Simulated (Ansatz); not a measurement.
Mulliken charges of C₃H₄BCl (`ClC1=CCB1`) from ωB97M-V/def2-TZVPP in Ansatz (PBE0-D4/def2-TZVP geometry).

| atom | x (Å) | y (Å) | z (Å) | charge (e) |
| --- | --- | --- | --- | --- |
| Cl1 | 1.190 | 2.521 | 0.492 | -0.040 |
| C2 | 0.344 | 1.109 | 0.099 | 0.058 |
| C3 | 0.806 | -0.124 | -0.247 | -0.106 |
| C4 | -0.464 | -0.872 | -0.529 | -0.254 |
| B5 | -0.830 | 0.269 | 0.519 | -0.089 |
| H6 | 1.809 | -0.532 | -0.129 | 0.121 |
| H7 | -0.501 | -1.917 | -0.222 | 0.104 |
| H8 | -0.828 | -0.740 | -1.545 | 0.121 |
| H9 | -1.437 | 0.238 | 1.544 | 0.084 |

Problem. By hand: the dipole of these point charges (1 e Å = 4.8032 D).

Solution. Σ q r = (0.025, -0.159, 0.004) e Å, of length 0.161 e Å = 0.77 D.

Problem. How does the dipole of the full density compare? (An estimate is asked.)

Solution. The calculation gave: (0.104, -0.275, -0.097) e Å, 1.49 D; the point charges give 0.52 times that, at 23° from its direction.

Point charges leave out the atoms' own dipoles, such as those of lone pairs, and Mulliken's split depends on the basis, so the two needn't agree.
